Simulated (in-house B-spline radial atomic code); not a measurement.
**Response and correlation of the antimony ion Sb¹⁵⁺**

Closed shell [Ar] 3d10 4s2 4p6. Computed with an all-electron radial atomic-structure program (B-spline basis): Dirac-Hartree-Fock, relativistic RPA (time-dependent Dirac-Hartree-Fock) for the response and second-order many-body perturbation theory for correlation, no-pair Dirac-Coulomb Hamiltonian, finite nucleus.

Command:
```bash
python run_mb.py task.json out
```
Settings (nuclear radius in fm, box in bohr, cutoff in hartree):
```
basis_form          2
Z                   51
core_configuration  [Ar] 3d10 4s2 4p6
rms_radius          4.6802
mass_number         121
speed_of_light      137.036
box_radius          4.897
lmax                7
intervals           59
virtual_cutoff      65025.0
```

Run time, properties included: 12 s on 1 thread of Intel(R) Xeon(R) Platinum 8259CL CPU @ 2.50GHz (shared host).

| multipole (bohr³, bohr⁵, bohr⁷) | uncoupled | coupled RPA |
| --- | --- | --- |
| dipole | 0.45475 | ? |
| quadrupole | 0.19647 | 0.21062 |
| octupole | 0.2076 | 0.24925 |

What is the coupled dipole polarisability?

0.3972 atomic units, -13 % against the uncoupled value.

Which subshells carry the dipole polarisability?

4p3/2 68.6 %, 4p1/2 28.8 %, 4s1/2 1.2 %.

What does the dipole shielding factor come to?

The dipole shielding factor is 0.706, against the exact N/Z = 36/51 = 0.706 of the non-relativistic theorem.

Dipole polarisability at imaginary frequency:

```tsv
u (Eh)	α(iu) (bohr³)
0	0.3972
1.28	0.3559
3.2	0.2358
6.4	0.1175
9.6	0.07077
12.8	0.0489
19.2	0.02906
25.6	0.01998
32	0.01478
44.8	0.009128
64	0.005255
96	0.002679
128	0.001624
192	0.000784
320	0.0003045
640	8.103e-05
```

What dispersion coefficients follow for two such ions (the dispersion part alone)?

C6 = (3/π)∫α(iu)²du = 0.4845 hartree·bohr⁶ and C8 = 1.594 hartree·bohr⁸.

Lowest J = 1 odd-parity excitations:

```
energy (eV)  oscillator strength  leading channel  weight
     70.205              0.00121     4p3/2 → d3/2   0.787
     81.098                 0.27     4p1/2 → d3/2   0.405
     98.303                 4.17     4p1/2 → d3/2    0.62
     175.36                 0.43     4p3/2 → s1/2   0.993
     186.05                0.231     4p1/2 → s1/2   0.991
     227.38               0.0024     4p3/2 → d3/2   0.726
      230.1                0.222     4p3/2 → d5/2   0.741
     240.37               0.0917     4p1/2 → d3/2   0.973
```

Second-order correlation energy by the highest angular momentum of the excited pair (hartree): s -0.02364, p -0.2059, d -0.7102, f -0.7157, g -0.2339, h -0.09851, i -0.04463, k -0.02257.

What is the second-order correlation energy at the partial-wave limit?

The listed waves sum to -2.0551 hartree; extrapolating the increments as (l + 1/2)⁻⁴ gives -2.1013 hartree, -1.59 eV per electron.
